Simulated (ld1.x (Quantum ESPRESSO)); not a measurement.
**Pb (Z = 82): RRKJ pseudisation with PBEsol, scalar-relativistic reference atom.**

ld1.x (Quantum ESPRESSO) 7.5 was run on this input:

```
&input
   title='Pb', zed=82., rel=1, dft='PBESOL', iswitch=3,
   config='[Xe] 4f14 5d10 6s2 6p2',
   nld=3, rlderiv=1.80, eminld=-8.0, emaxld=5.0, deld=0.04
 /
 &inputp
   pseudotype=2, tm=.false., rho0=0.001, lloc=-2, rcloc=0.90,
   nlcc=.true.,
   file_pseudopw='Pb.UPF', file_wfcaegen='ae.wfc', file_wfcncgen='nc.wfc', file_beta='beta', file_chi='chi'
 /
3
6S  1  0   2.00   0.00  1.65  1.65  0.0
5P  2  1   6.00   0.00  1.20  1.20  0.0
5D  3  2  10.00   0.00  1.15  1.15  0.0
 &test
   configts(1)='5p6 5d10 6s2 6p2'
 /
```

Command:

```bash
ld1.x < Pb.in > Pb.out
```

Resulting log (shortened: banner, matrices, multipoles, cross overlaps and the repeated all-electron block are left out):

```
[... start of the log left out ...]
     s(5S/5S) =  1.000000  <r> =   0.8531  <r2> =    0.8155  r(max) =   0.7932
     s(5P/5P) =  1.000000  <r> =   0.9769  <r2> =    1.0767  r(max) =   0.8766
     s(4D/4D) =  1.000000  <r> =   0.4311  <r2> =    0.2145  r(max) =   0.3890
     s(4F/4F) =  1.000000  <r> =   0.4539  <r2> =    0.2467  r(max) =   0.3476
     s(5D/5D) =  1.000000  <r> =   1.3058  <r2> =    1.9891  r(max) =   1.0707
     s(6S/6S) =  1.000000  <r> =   2.3081  <r2> =    6.0559  r(max) =   1.9509
     s(6P/6P) =  1.000000  <r> =   3.3518  <r2> =   13.1304  r(max) =   2.6334

     ------------------------ End of All-electron run ------------------------

     --------------------- Generating NC pseudopotential ---------------------

      Generating local potential from pseudized AE potential:
      Matching radius rcloc =   0.9000
      Enforcing V''(0)=0 (lloc=-2)

      Local pseudo, rcloc= 0.899 Estimated cut-off energy=    38.58 Ry

      Computing core charge for nlcc:

       r > 0.71 : true rho core
       r < 0.71 : rho core = a sin(br)/r    a=  56.30  b=   3.71

      Integrated core pseudo-charge :  17.06
     Message from routine compute phi:
     negative determinant

      ld=   0.650364 f2ae  1.826547 faenor  0.184968
           0        1282        1281   98.818096677748585

 %%%%%%%%%%%%%%%%%%%%%%%%%%%%%%%%%%%%%%%%%%%%%%%%%%%%%%%%%%%%%%%%%%%%%%%%%%%%%%
     Error in routine compute_chi (1):
     n is too large
 %%%%%%%%%%%%%%%%%%%%%%%%%%%%%%%%%%%%%%%%%%%%%%%%%%%%%%%%%%%%%%%%%%%%%%%%%%%%%%

     stopping ...
```

The run stopped because the Bessel-function wave could not be built (negative determinant in compute_phi), and the routine for χ then failed on it.

The run took about 0.61 s on one core of a shared server CPU.
